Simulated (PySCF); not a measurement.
**VCl4: one-bond stretch**

Computed with UB3LYP in PySCF with V def2-SVP, Cl def2-SVP; no relativity; density-fitted integrals.

Rigid scan from the doublet minimum (V–Cl 2.141 Å (×4); Cl–V–Cl 106.9° (×2), Cl–V–Cl 110.8° (×4)). Coordinate: the bond from V to the last atom (Cl) scaled, the rest fixed. Energies in kJ/mol from the minimum.

```csv
scale of one bond,E (kJ/mol),dipole size (D),⟨S²⟩
0.92,29.6,0.97,0.76
0.96,6.5,0.47,0.76
1.00,0.0,0.00,0.76
1.05,7.6,0.56,0.77
1.12,35.8,1.27,0.77
1.20,80.4,1.97,0.78
1.35,169.8,2.80,0.88
1.55,251.0,–,1.32
1.80,296.4,–,1.57
2.20,316.7,–,1.73
```

Spin contamination is strong at 1.55, 1.80, 2.20, so these points are less reliable.

Other spin states or occupations of the open shell can lie lower.

The scan took roughly 5 core-minutes on a shared host.
